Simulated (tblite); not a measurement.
A tight-binding relaxation on `C1C[CH]([GeH]2[CH2]C[CH2]2)C1`.

Computed with GFN2-xTB geometry optimisation, gas phase (tblite 0.8.0). Start geometry: from a force field or distance geometry. A driver script takes a list of jobs; this job's settings line and coordinates (Å) are shown.

Command:
```bash
OMP_NUM_THREADS=1 python probes_run.py task.json out
```

Input:
```
{"job": {"kind": "relax", "xc": "GFN2-xTB", "basis": "xTB"}, "charge": 0, "multiplicity": 1}
C     -2.264500    -0.890500    -0.533000
C     -1.477500    -0.511000     0.698100
C     -1.177300     0.854000     0.111600
Ge     0.708200     1.185500    -0.287000
C      1.893500     0.527600     1.114900
C      2.429200    -0.638600     0.277600
C      1.629200    -0.366800    -0.994900
C     -1.983000     0.487000    -1.128000
H     -1.797600    -1.715500    -1.110000
H     -3.356400    -1.045100    -0.309400
H     -2.112200    -0.455500     1.615600
H     -0.580100    -1.161400     0.841000
H     -1.660300     1.683500     0.698400
H      1.122600     2.524600    -0.927200
H      1.330400     0.197100     2.005300
H      2.680600     1.274500     1.359900
H      3.528400    -0.541500     0.104900
H      2.168200    -1.623300     0.733400
H      2.277600    -0.092200    -1.843000
H      0.931100    -1.194500    -1.222900
H     -1.388600     0.423700    -2.059500
H     -2.911700     1.097700    -1.239500
```

Output:
```
step      E/eV     max force
  0    -652.26310    1.787
  1    -652.48477    0.641
  2    -652.56676    0.688
  3    -652.65742    0.651
  4    -652.70305    0.443
  5    -652.73310    0.309
  6    -652.74861    0.225
  7    -652.75642    0.184
  8    -652.76102    0.158
  9    -652.76483    0.117
... (83 lines left out)
 93    -652.80987    0.020
 94    -652.80996    0.023
 95    -652.81005    0.027
 96    -652.81012    0.022
 97    -652.81018    0.013
 98    -652.81021    0.010
 99    -652.81023    0.011
100    -652.81026    0.011
101    -652.81028    0.011
102    -652.81030    0.009
```

«max force» is the largest atomic force in eV/Å.

Problem. From which step on does the largest force stay under 0.1 eV/Å, and how much energy is left to gain from there?

Solution. From step 80 (0.068 eV/Å), 6.7 meV above the end.

Summary of the converged run: energy lowered by 12.6 kcal/mol over 102 steps; largest atomic force 0.009 eV/Å at the end.

Problem. Where do the atoms end?

Solution. 0.287 Å rms from the input after alignment:
```
atom  x, y, z in Å
C1    -2.2212   -0.9074   -0.6294
C2    -1.5735   -0.5435    0.7120
C3    -1.2446    0.8504    0.1596
Ge4    0.6934    1.1304   -0.2674
C5     2.0799    0.6436    1.0956
C6     2.3352   -0.6828    0.3561
C7     1.7132   -0.4148   -1.0274
C8    -2.1147    0.5566   -1.0736
H9    -1.6082   -1.5780   -1.2290
H10   -3.2312   -1.3097   -0.5720
H11   -2.2793   -0.5240    1.5410
H12   -0.7193   -1.1569    0.9985
H13   -1.6002    1.6764    0.7759
H14    0.8590    2.4726   -0.9902
H15    1.8054    0.5225    2.1409
H16    2.9467    1.3003    1.0489
H17    3.3902   -0.9558    0.3110
H18    1.8054   -1.4956    0.8530
H19    2.4669   -0.0948   -1.7445
H20    1.1931   -1.2718   -1.4494
H21   -1.6381    0.7195   -2.0405
H22   -3.0683    1.0823   -1.0626
```

Problem. How long does this job take on Arm Neoverse N1, one thread, shared host with 64 logical CPUs at a one-minute load of 58?

Solution. About 1.5 s.
Labels such as C1 count atoms from 1, the log's own numbers from 0.
